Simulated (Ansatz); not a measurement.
`[SiH3][SiH2][SnH3]`, relaxed with RKS PBE-D4/def2-SVP in the Gaussian-basis code of Ansatz from a rough embedded geometry. The force threshold is 0.03 eV/Å; the program also tests the step.

Total charge 0; spin multiplicity 1. Sn takes the def2 core potential.

Start:

```xyz
11

Si   -0.010    1.864   -0.277
Si    0.636   -0.148   -0.807
Sn   -0.392   -1.730    0.804
H     0.575    2.847   -1.177
H     0.439    2.251    1.078
H    -1.485    2.027   -0.373
H     2.088   -0.254   -0.694
H     0.186   -0.482   -2.127
H    -2.198   -1.632    0.713
H     0.087   -1.355    2.440
H     0.074   -3.387    0.420
```

(1) By how much does the energy fall, and how many steps does the optimiser take? (Best estimate.)

(2) Which bonds change most? (Best estimate.)

(3) Give the relaxed structure. (Estimate.)

Answers

(1) Computed: 39.65 kJ/mol, in 3 steps.

(2) Ansatz gave: Si1–Si2 from 2.178 to 2.349 Å; Si2–Sn3 from 2.481 to 2.586 Å; Sn3–H9 from 1.810 to 1.730 Å; Si2–H8 from 1.434 to 1.508 Å.

(3) Computed: 
```xyz
11

Si   -0.011    2.012   -0.293
Si    0.651   -0.179   -0.820
Sn   -0.433   -1.836    0.844
H     0.587    3.027   -1.231
H     0.420    2.336    1.113
H    -1.513    2.109   -0.365
H     2.153   -0.298   -0.745
H     0.226   -0.525   -2.225
H    -2.157   -1.719    0.761
H     0.054   -1.458    2.460
H     0.024   -3.469    0.501
```
